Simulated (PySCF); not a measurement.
**An excited-state table with gaps**

Species: C7H8N2.
Cartesian coordinates in Å at the GFN2-xTB level; atoms count from 1:
```xyz
17
C7H8N2 angstrom
C      3.990   -0.834    0.033
C      2.591   -0.472    0.046
C      1.426   -0.173    0.054
C      0.065    0.179    0.025
C     -0.602    0.955   -0.947
N     -1.881    1.070   -0.660
N     -2.074    0.396    0.470
C     -3.385    0.304    1.044
C     -0.934   -0.160    0.923
H      4.475   -0.497    0.950
H      4.486   -0.369   -0.820
H      4.096   -1.917   -0.046
H     -0.190    1.418   -1.821
H     -3.316   -0.104    2.050
H     -3.836    1.296    1.080
H     -4.022   -0.341    0.434
H     -0.897   -0.739    1.824
```

Computed with TDDFT CAM-B3LYP/def2-SVPD, vertical, gas phase, core orbitals frozen in the response in PySCF 2.14.0, density-fitted response routines.

Lowest singlets, with some entries withheld (?).

```tsv
state	E (eV)	f	main configurations (H = HOMO, L = LUMO)
S1	5.73	0.298	H→L (83%)
S2	6.00	0.0003	H-1→L (29%), H→L+6 (20%), H→L+1 (16%)
S3	6.09	0.0008	H→L+1 (48%), H-1→L (23%), H→L+2 (11%)
S4	?	?	?
S5	6.20	0.0011	H→L+6 (22%), H→L+5 (19%), H-1→L (18%)
S6	6.62	0.0072	H→L+2 (67%), H→L+1 (17%)
S7	?	?	?
S8	7.01	0.156	H-2→L (71%)
```

Task: What stands in place of each question mark?

Result: 
- S4: E = 6.17 eV; f = 0.031; H→L+3 (72%), H-2→L (13%)
- S7: E = 6.83 eV; f = 0.0068; H-1→L+3 (33%), H-3→L (32%), H-3→L+3 (22%)

Task: How far apart are S7 and S8, in eV and cm⁻¹?

Result: 7.010 − 6.827 = 0.183 eV, or about 1470 cm⁻¹.

Task: Where do the lowest triplets lie (Tamm–Dancoff)?

Result: T1 4.17 eV, H→L (79%); T2 4.97 eV, H-2→L (54%), H-2→L+3 (32%); T3 5.12 eV, H→L+3 (77%), H-4→L (9%). E(S1) − E(T1) = +1.56 eV.

Task: What is the mean static polarisability from the same response equations?

Result: 99.5 au (14.75 Å³), with principal values 61.0, 84.1 and 153.5 au.
